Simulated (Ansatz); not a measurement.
Consider the substitution at a C–Si bond: `C[SiH](Cl)S[SiH2]Cl` + `[OH][Ge]([OH])([SiH3])[Cl]` → `C[O][Ge]([OH])([SiH3])[Cl]` + `Cl[SiH2]S[SiH2]Cl`.

Gas-phase electronic energies from Ansatz, PBE0-D4/def2-TZVP geometries. CCSD(T)/CBS adds triple-zeta CCSD(T) − MP2 to the extrapolated MP2 energy (def2 sets, frozen cores). DFT in def2-TZVPP. For Ge outer-core shells are correlated without core-valence functions, which leaves a few kJ/mol of doubt a bond. Scalar relativity is left out up to krypton. One conformer a species, not always the lowest.

```csv
species,ωB97M-V energy (Eh)
`C[SiH](Cl)S[SiH2]Cl`,-1939.41669
`[OH][Ge]([OH])([SiH3])[Cl]`,-2980.14355
`C[O][Ge]([OH])([SiH3])[Cl]`,-3019.42798
`Cl[SiH2]S[SiH2]Cl`,-1900.08977
```

Question: Work out ΔE.

Answer: ΔE = (-3019.42798) + (-1900.08977) − (-1939.41669) − (-2980.14355) = 0.04249 Eh = +26.7 kcal/mol. CCSD(T)/CBS gives +26.6 kcal/mol.

Largest T1 diagnostic among the species: 0.012.

In def2-TZVPP, CCSD(T) changes the Hartree–Fock value by +2.4 kcal/mol (the triples alone add +0.2 kcal/mol) and MP2 by +4.3 kcal/mol.
